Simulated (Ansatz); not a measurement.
An input meant for K8F8 (charge 0, singlet; with a point charge).

```yaml
crystal:
  periodic: [false, false, false]
  atoms:
    - {symbol: K, position_ang: [-0.998777, -1.797399, -3.284064]}
    - {symbol: F, position_ang: [-1.897287, -2.261428, -1.058391]}
    - {symbol: K, position_ang: [0.312600, -3.208861, -0.143769]}
    - {symbol: F, position_ang: [0.490658, -3.326290, 2.264783]}
    - {symbol: F, position_ang: [1.212582, -2.317472, -2.391253]}
    - {symbol: K, position_ang: [-1.600946, -0.014336, -0.164797]}
    - {symbol: F, position_ang: [0.853219, -0.405302, 0.615573]}
    - {symbol: K, position_ang: [0.802024, -1.161719, 3.082369]}
    - {symbol: K, position_ang: [1.850925, -0.010712, -1.761255]}
    - {symbol: F, position_ang: [1.857055, 2.462387, -1.060906]}
    - {symbol: K, position_ang: [1.305784, 2.002552, 1.289036]}
    - {symbol: F, position_ang: [0.038757, 1.267682, 3.427279]}
    - {symbol: F, position_ang: [-0.685542, 0.629965, -2.512017]}
    - {symbol: K, position_ang: [-0.388204, 2.994405, -1.828779]}
    - {symbol: F, position_ang: [-1.275536, 2.578530, 0.578495]}
    - {symbol: K, position_ang: [-1.877324, 2.567997, 2.947706]}
basis:
  gaussian: {orbitals: STO-3G, point_charges: [{charge: 0.50, position_ang: [4.465, 0.005, -0.680]}]}
hamiltonian: {xc: {name: r2SCAN0}, dispersion: d4, pseudopotentials: {relativity: scalar}}
charge: 1
```

```sh
$ ansatz run in.yaml --threads 4 --pin off --events-out ev --progress --plain --max-ram 6963MiB
```

It prints (some lines left out):

```
Error: YAML parse error: error: line 23 column 1: unknown field `charge`, expected one of crystal, accuracy, basis, kpoints, hamiltonian, magnetization, projection, total_charge, correlation, batch, efield, external_charges, scf, relax, neb, saddle, md, ramp, phonons, dielectric, real_time, elastic, magnetic_configurations, gw, evaluate, workflow, output, checkpoint, execution
21 |   gaussian: {orbitals: STO-3G, point_charges: [{charge: 0.50, pos…
22 | hamiltonian: {xc: {name: r2SCAN0}, dispersion: d4, pseudopotentia…
23 | charge: 1
```

(1) Something in this input is off. What?

## Answers

(1) The input holds a key that doesn't belong there (the charge goes under total_charge). The program refused the input.
